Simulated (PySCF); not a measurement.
## Relaxation of quintet NiF₄

These are results of PySCF, UB3LYP, basis Ni def2-SVP, F def2-SVP (no relativity, density fitting), not measurements. A (50,194) grid was used.

A hand-made square planar start, of D4h symmetry, held to at least that symmetry:

```xyz
5
charge 0 multiplicity 5, angstrom
Ni    0.0000    0.0000    0.0000
F     1.7400    0.0000    0.0000
F     0.0000    1.7400    0.0000
F    -1.7400    0.0000    0.0000
F     0.0000   -1.7400    0.0000
```

(1) What does it relax to?

(2) How much energy is released, and in how many steps?

Answers

(1) It ends at D4h with Ni–F 1.773 Å (×4); F–Ni–F 90.0° (×4), F–Ni–F 180.0° (×2). A frequency run shows 1 imaginary mode, down to 149i cm⁻¹, so it is a saddle point.

(2) 5.1 kJ/mol in 2 steps.

Other spin states or occupations of the open shell can lie lower.

The relaxation took roughly 20 core-seconds on a shared host.
